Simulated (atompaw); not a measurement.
# An all-electron radial function and its pseudo partner (nitrogen (N))

Columns: radius, all-electron u(r) and pseudo u(r) of the 2p shell (level -7.20 eV) of nitrogen in the configuration [He] 2s1.75 2p3.25; PBE, scalar-relativistic, PAW (atompaw) scheme, atompaw 4.2.0.5.

```tsv
r (bohr)	all-electron	pseudo
0.077	0.0466	0.0062
0.154	0.1457	0.0245
0.231	0.2604	0.0541
0.308	0.3721	0.0940
0.385	0.4723	0.1426
0.462	0.5574	0.1980
0.538	0.6264	0.2573
0.615	0.6819	0.3199
0.692	0.7237	0.3826
0.769	0.7530	0.4433
0.846	0.7713	0.5000
0.923	0.7802	0.5507
1.000	0.7814	0.5942
1.077	0.7761	0.6291
1.154	0.7657	0.6551
1.231	0.7513	0.6719
1.308	0.7337	0.6798
1.385	0.7138	0.6795
1.462	0.6921	0.6720
1.538	0.6695	0.6588
1.615	0.6458	0.6409
1.692	0.6216	0.6198
1.769	0.5974	0.5968
1.846	0.5731	0.5731
1.923	0.5491	0.5491
2.000	0.5255	0.5255
```

Task: How many radial nodes do the two functions have?

Result: The all-electron 2p function has n − l − 1 = 0; the pseudo-wave has 0.

Task: Where does each function peak?

Result: Outermost all-electron maximum near 1.00 bohr, pseudo maximum near 1.31 bohr (to the table’s step).

Task: Is the pseudo-wave norm-conserving?

Result: No, it belongs to a PAW set: the norm inside the radius is not constrained, and the difference is carried by the augmentation charge.
